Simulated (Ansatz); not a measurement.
`F[SiH](F)[S][GeH3]` + `CC[SiH3]` → `C[CH]([SiH3])[GeH3]` + `F[SiH](F)S`  (formal exchange of groups at a Ge–S bond)

Gas-phase electronic energies from Ansatz, PBE0-D4/def2-TZVP geometries. CCSD(T)/CBS adds triple-zeta CCSD(T) − MP2 to the extrapolated MP2 energy (def2 sets, frozen cores). DFT in def2-TZVPP. For Ge outer-core shells are correlated without core-valence functions, which leaves a few kJ/mol of doubt a bond. Scalar relativity is left out up to krypton. One conformer a species, not always the lowest.

```tsv
species	PBE0 energy (Eh)
`F[SiH](F)[S][GeH3]`	-2966.36268
`CC[SiH3]`	-370.32627
`C[CH]([SiH3])[GeH3]`	-2448.26011
`F[SiH](F)S`	-888.40166
```

(1) Work out ΔE.

Largest T1 diagnostic among the species: 0.012.

Results:

(1) ΔE = (-2448.26011) + (-888.40166) − (-2966.36268) − (-370.32627) = 0.02718 Eh = +17.1 kcal/mol. CCSD(T)/CBS gives +14.8 kcal/mol.

In def2-TZVPP, CCSD(T) changes the Hartree–Fock value by −4.2 kcal/mol (the triples alone add −0.3 kcal/mol) and MP2 by −4.0 kcal/mol.
